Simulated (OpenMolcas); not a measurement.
## Dy³⁺: the spin-orbit constant, worked from levels

| Property | Result |
| --- | --- |
| Program | OpenMolcas 26.06 |
| Basis | ANO-RCC-VQZP [9s8p6d4f3g2h] |
| Scalar Hamiltonian | DKH2, point nucleus |
| Active space | 9 electrons in 7 orbitals (4f) |
| State averaging | 2S+1 = 6 odd, 21 roots; 2S+1 = 4 odd, 224 roots (128 in the spin-orbit step); 2S+1 = 2 odd, 249 roots kept (CI in the orbitals of an earlier block, 143 in the spin-orbit step) |
| Spin-orbit coupling | RASSI with atomic mean-field integrals over the reference wave functions, term energies averaged over their components |

Methods: CASSCF; MS-CASPT2, IPEA 0.25 Eh, imaginary shift 0.1 Eh (closed shells correlated: 5s 5p).

**The spin-orbit constant.** For the Hund term 6H* of f9, E(J) = (A/2) J(J+1) + constant and ζ = -2S·A = -5A. From J = 5/2 to J = 15/2 the energy changes by 27.5 A.

```
   Source  E(15/2) - E(5/2)       A     ζ
   CASSCF          -10738.0  -390.5  1952
MS-CASPT2          -10664.3  -387.8  1939
```

All in cm-1. Both methods take the spin-orbit matrix elements from the reference wave functions, so the second can move ζ only through the term energies and any multistate remixing. Second-order mixing with other terms is absorbed into this ζ.

Term energies are means over components that CASPT2 splits; among the terms shown or strongly mixed into the levels shown the widest spread is 210 cm-1 (4f9 6H*, MS-CASPT2). High states are left out of the spin-orbit mixing, which shifts the levels that they would mix with. Without dynamic correlation excited terms often stand tens of per cent too high (terms of higher spin than the ground term too low), and those without a measured partner can miss by more than the paired ones (holds for CASSCF). Blocks of more than 70 roots (2S+1 = 4 odd, 2 odd) ran without multistate coupling (holds for MS-CASPT2). Levels of configurations outside the active space are missing.

* marks odd parity.
